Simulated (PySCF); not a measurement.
# Vertical excitation energies

Compound: C5H6F3P.
Numbering: `[CH2:1]=[C:2]([CH3:3])/[P:4]=[CH:5]\[C:6]([F:7])([F:8])[F:9]` (hydrogens: H10, H11 on C1; H12, H13, H14 on C3; H15 on C5)

Cartesian coordinates in Å at the GFN2-xTB level; atoms count from 1:
```xyz
15
C5H6F3P angstrom
C      1.254   -1.291    0.102
C      1.026   -0.007    0.339
C      1.730    1.118   -0.353
P     -0.120    0.512    1.681
C     -1.633    0.247    1.013
C     -1.948   -0.259   -0.344
F     -3.247   -0.093   -0.646
F     -1.258    0.359   -1.325
F     -1.700   -1.577   -0.503
H      1.958   -1.606   -0.650
H      0.741   -2.075    0.634
H      1.015    1.704   -0.931
H      2.494    0.738   -1.026
H      2.192    1.781    0.379
H     -2.510    0.457    1.607
```

Theory: PySCF 2.14.0, density-fitted response routines, TDDFT wB97X-D/def2-SVPD, vertical, gas phase, core orbitals frozen in the response.

```tsv
state	λ (nm)	E (eV)	f	|μ| (D)	main configurations (H = HOMO, L = LUMO)
S1	306.6	4.04	0.014	0.95	H→L (91%)
S2	251.8	4.92	0.0068	0.60	H-2→L (88%)
S3	224.1	5.53	0.223	3.26	H-1→L (89%)
S4	190.3	6.52	0.071	1.70	H-3→L (55%), H→L+1 (31%)
S5	188.6	6.57	0.084	1.83	H→L+1 (44%), H-3→L (34%), H-2→L+1 (14%)
S6	179.6	6.90	0.0049	0.43	H-1→L+1 (88%)
S7	170.6	7.27	0.169	2.47	H-2→L+1 (68%), H→L+1 (16%)
S8	166.8	7.44	0.012	0.65	H→L+2 (58%), H→L+3 (28%)
```

Triplets (Tamm–Dancoff): T1 2.86 eV, H-1→L (83%), H→L (12%); T2 3.33 eV, H→L (63%), H-2→L (16%), H-1→L (15%); T3 4.30 eV, H→L+1 (61%), H-2→L (18%), H-2→L+1 (10%).

The lowest singlet lies at 4.04 eV (307 nm, ultraviolet) and is weak; its leading configuration is HOMO→LUMO (91%). The strongest level in the table is S3 at 5.53 eV (224 nm, f = 0.223). Löwdin shares by element: HOMO carbon 61% or more, phosphorus 24% (atoms not listed hold the other 16%); LUMO phosphorus 44%, carbon 41% or more (atoms not listed hold the other 15%). The listed states span 3.39 eV, and the widest gap between neighbours is 0.98 eV (S3 to S4). The oscillator strengths of these states sum to 0.584; summed over the whole spectrum of an exact calculation they would give the number of electrons, 78 (Thomas–Reiche–Kuhn). Orbital energies (eV): HOMO-3 -12.20, HOMO-2 -10.44, HOMO-1 -10.09, HOMO -9.42, LUMO -0.75, LUMO+1 1.38, LUMO+2 2.30. Only the lowest 8 singlets were computed, as vertical energies without vibronic structure.

Rough CPU time on one thread of a shared machine: about 2.7 min (grids of density and orbitals included).

One conformer stands for the species.
